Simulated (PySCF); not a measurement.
A PySCF script (with the pyscf-properties extension) for the NMR shieldings of SMILES CCN[Si@@H](NC)C(F)(F)F, C4H11F3N2Si, on a GFN2-xTB geometry:

```python
import basis_set_exchange as bse
import numpy as np
from pyscf import gto, dft
from pyscf.prop import nmr

atoms = """
C     3.011459   -0.526849   -0.705723
C     2.023557   -0.614188    0.453620
N     1.012369    0.419177    0.415163
Si   -0.399620    0.307346   -0.538664
N    -1.430542   -0.849627    0.181879
C    -2.820590   -1.071976   -0.163238
C    -1.283130    2.016491   -0.300070
F    -1.724072    2.247014    0.950253
F    -2.365897    2.148177   -1.099868
F    -0.483335    3.064526   -0.606455
H     3.516710    0.436148   -0.700078
H     3.758963   -1.311401   -0.624506
H     2.486192   -0.635473   -1.650694
H     1.511794   -1.577230    0.425597
H     2.564285   -0.541139    1.402404
H     1.419758    1.334346    0.542395
H    -0.236794    0.208502   -2.001159
H    -1.008952   -1.672144    0.586303
H    -3.254908   -0.140314   -0.514502
H    -2.935528   -1.823814   -0.949408
H    -3.370638   -1.400629    0.719409
"""
names = dict.fromkeys(["C", "N", "Si", "F", "H"], "pcSseg-1")
basis = {el: gto.basis.parse(bse.get_basis(n, elements=[el], fmt="nwchem")) for el, n in names.items()}
mol = gto.M(atom=atoms, basis=basis, charge=0, verbose=0)
mf = dft.RKS(mol, xc="PBE0")
mf.grids.level = 2
mf.grids.alignment = dft.numint.BLKSIZE   # the property module wants whole blocks of grid points
mf.conv_tol = 1e-9
mf.kernel()

calc = nmr.RKS(mf)   # GIAO
C = mf.mo_coeff
Co = C[:, mf.mo_occ > 0]
resp = mf.gen_response(singlet=True, hermi=2)
def vind(x):   # induced exchange potential for any number of trial vectors
    d = np.einsum("pi,xij,qj->xpq", C, 2 * x.reshape(-1, C.shape[1], Co.shape[1]), Co, optimize=True)
    return np.einsum("xpq,pi,qj->xij", resp(d - d.transpose(0, 2, 1)), C, Co, optimize=True).ravel()
mo1, _ = nmr.rhf.solve_mo1(calc, with_cphf=vind)
sigma = calc.kernel(mo1)
for i, s in enumerate(sigma):   # ppm
    w = np.linalg.eigvalsh((s + s.T) / 2)
    print("%2d %-2s iso %8.1f  s11 %8.1f  s22 %8.1f  s33 %8.1f" % (i, mol.atom_pure_symbol(i), w.mean(), *w))
```

Task: Give the expected output.

Result: 
```
 0 C  iso    164.3  s11    144.6  s22    162.4  s33    185.8
 1 C  iso    146.4  s11    122.0  s22    148.1  s33    169.0
 2 N  iso    225.8  s11    206.0  s22    230.8  s33    240.5
 3 Si iso    389.6  s11    356.5  s22    384.0  s33    428.2
 4 N  iso    247.2  s11    213.5  s22    255.8  s33    272.3
 5 C  iso    157.5  s11    133.6  s22    151.0  s33    187.9
 6 C  iso     49.3  s11     45.6  s22     47.5  s33     54.8
 7 F  iso    254.4  s11    154.6  s22    271.4  s33    337.4
 8 F  iso    248.5  s11    144.9  s22    266.6  s33    334.1
 9 F  iso    256.4  s11    155.6  s22    271.0  s33    342.6
10 H  iso     30.7  s11     27.2  s22     29.0  s33     35.9
11 H  iso     30.7  s11     26.3  s22     27.4  s33     38.3
12 H  iso     30.5  s11     26.4  s22     30.2  s33     34.7
13 H  iso     29.2  s11     23.3  s22     30.8  s33     33.6
14 H  iso     28.6  s11     22.5  s22     28.0  s33     35.2
15 H  iso     31.0  s11     22.2  s22     31.2  s33     39.6
16 H  iso     26.3  s11     23.3  s22     24.9  s33     30.6
17 H  iso     31.4  s11     21.3  s22     32.0  s33     41.0
18 H  iso     28.8  s11     23.3  s22     29.6  s33     33.5
19 H  iso     28.9  s11     23.2  s22     26.7  s33     36.7
20 H  iso     28.8  s11     23.8  s22     26.4  s33     36.3
```

These numbers come from an equivalent density-fitted implementation of the same equations, which agrees with the script to about 0.01 ppm for H and up to a few tenths of a ppm for heavy atoms, so last digits may differ.

Task: Turn these shieldings into chemical shifts. Scale: ¹³C (σ = 186.93 ppm) and ²⁹Si (σ = 349.16 ppm) and ¹H (σ = 31.72 ppm) against TMS; NH3 for ¹⁵N (σ = 267.73 ppm); ¹⁹F (σ = 170.95 ppm) vs CFCl3 (reference shieldings calculated alike).

Result: Averaging equivalent atoms: C 6: 137.6; C 1: 40.5; C 5: 29.4; C 0: 22.7; N 2: 42.0; N 4: 20.5; Si 3: -40.4; F 7/8/9: -82.2; H 16: 5.44; H 14: 3.13; H 18/19/20: 2.89; H 13: 2.48; H 10/11/12: 1.10; H 15: 0.73; H 17: 0.28 ppm. Unscaled 19F shifts against computed CFCl3 carry errors that often reach 10 to 50 ppm. Experimental scales use liquid or dissolved standards, which lie at an offset from isolated NH3 (liquid NH3: subtract about 20 ppm).

Size and cost of the density-fitted run: 232 basis functions, 96 s wall time on 1 thread of an Intel Xeon Platinum 8259CL, shared host; peak memory 1.1 GiB.
